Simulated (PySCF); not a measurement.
Sn(F)2(Br)(OH) (BrF2HOSn), SMILES [F][Sn]([Br])([OH])[F]. The structure is a stationary point at PBE-D3(BJ)/def2-SVP. The def2 effective core potentials stand for the cores of Sn; spin–orbit coupling is left out. The values are those of a single conformer.

Problem. Give the equilibrium geometry at PBE-D3(BJ)/def2-SVP (PySCF confirms it by a frequency run) as Cartesian coordinates in Å, and its point group. (The exact figures need the calculation; the answer reports its results.)

Solution. This is not unique; one that fits is point group Cs.
```xyz
6

O     -1.8598     1.2930     0.0000
Sn    -0.0053     0.5916     0.0000
F      0.9698     1.2952     1.5284
F      0.9698     1.2952    -1.5284
Br    -0.0141    -1.8717     0.0000
H     -1.8204     2.2724     0.0000
```
